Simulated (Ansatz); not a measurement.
Geometry optimisation, Ansatz, RKS BHLYP-D4/def2-SVP.

The input (input.yaml):

```yaml
crystal:
  periodic: [false, false, false]
  atoms:
    - { symbol: Si, position_ang: [0.500602, 0.144934, -0.94199] }
    - { symbol: H, position_ang: [0.34345, -0.284784, 1.682408] }
    - { symbol: H, position_ang: [1.032613, -0.091592, 1.654525] }
    - { symbol: "N", position_ang: [-0.641261, 1.431105, -0.926109] }
    - { symbol: C, position_ang: [-2.058796, 1.356259, -0.656514] }
    - { symbol: H, position_ang: [-2.358391, 0.325466, -0.472896] }
    - { symbol: H, position_ang: [-2.327776, 1.957655, 0.222003] }
    - { symbol: H, position_ang: [-2.641871, 1.740032, -1.50388] }
    - { symbol: C, position_ang: [-0.204504, 2.787386, -1.176904] }
    - { symbol: H, position_ang: [-0.723844, 3.220134, -2.041417] }
    - { symbol: H, position_ang: [-0.405565, 3.435156, -0.313809] }
    - { symbol: H, position_ang: [0.868534, 2.811738, -1.376449] }
    - { symbol: H, position_ang: [-0.499091, -0.94969, -0.593269] }
basis:
  gaussian: { orbitals: def2-SVP }
hamiltonian:
  xc: { name: BHLYP }
  dispersion: d4
relax:
  f_tol: 0.03
  max_steps: 50
```

Run as:

```bash
$ ansatz run input.yaml --threads 2 --pin off --max-ram 3072MiB --backend cpu --events-out ev --progress --plain --runs-dir out
```

**Question.** Where does it end, and by what steps?

**Answer.** The forces met the threshold. After 5 steps the energy has fallen by 0.056 eV; H2 moved furthest, 0.35 Å.

```
step  energy less start (eV)  largest force component (eV/Å)  accepted
   0                  0.0000                           1.529       yes
   1                 -0.0497                           0.219       yes
   2                 -0.0556                           0.111       yes
   3                 -0.0562                           0.032       yes
   4                 -0.0551                           0.073        no
   5                 -0.0564                           0.011       yes
```

```xyz
13
Properties=species:S:1:pos:R:3
Si 0.493 0.164 -1.112
H 0.350 -0.405 2.011
H 1.049 -0.142 1.903
N -0.643 1.449 -0.996
C -2.046 1.362 -0.660
H -2.336 0.326 -0.492
H -2.270 1.937 0.249
H -2.670 1.772 -1.465
C -0.221 2.813 -1.231
H -0.782 3.265 -2.060
H -0.384 3.438 -0.344
H 0.841 2.847 -1.480
H -0.496 -0.941 -0.767
```

Time of the run: 38 s on 2 threads of Intel(R) Xeon(R) Processor @ 2.50GHz (Skylake/Cascade Lake) (shared host), peak memory 0.23 GiB.
